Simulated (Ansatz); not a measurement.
Start from `CCOBF` and change one atom or group to get `CCO[SiH2]P`.

Ansatz, PBE0-D4/def2-TZVP geometries, multiplicity 1. Each molecule was computed in one conformer, which needn't be the lowest.

| property | `CCOBF` |
| --- | --- |
| HOMO–LUMO gap (ωB97M-V/def2-TZVPP) / eV | 13.70 |
| LUMO energy (PBE/def2-TZVPP) / eV | -0.59 |
| HOMO energy (PBE/def2-TZVPP) / eV | -7.63 |
| LUMO energy (B3LYP/def2-TZVPP) / eV | 0.11 |
| HOMO energy (PBE0/def2-TZVPP) / eV | -9.16 |
| HOMO energy (ωB97M-V/def2-TZVPP) / eV | -11.55 |

(1) Give the same properties after the change, and the shifts. (Best estimate.)

Answers

(1) The calculation gave: 
```json
{"property": "HOMO–LUMO gap (ωB97M-V/def2-TZVPP) / eV", "`CCO[SiH2]P`": "11.85", "shift": "-1.85"}
{"property": "LUMO energy (PBE/def2-TZVPP) / eV", "`CCO[SiH2]P`": "-0.48", "shift": "0.11"}
{"property": "HOMO energy (PBE/def2-TZVPP) / eV", "`CCO[SiH2]P`": "-6.49", "shift": "1.14"}
{"property": "LUMO energy (B3LYP/def2-TZVPP) / eV", "`CCO[SiH2]P`": "0.20", "shift": "0.09"}
{"property": "HOMO energy (PBE0/def2-TZVPP) / eV", "`CCO[SiH2]P`": "-7.61", "shift": "1.55"}
{"property": "HOMO energy (ωB97M-V/def2-TZVPP) / eV", "`CCO[SiH2]P`": "-9.72", "shift": "1.83"}
```

B3LYP here is the variant with VWN-RPA as its local correlation; programs differ in this.
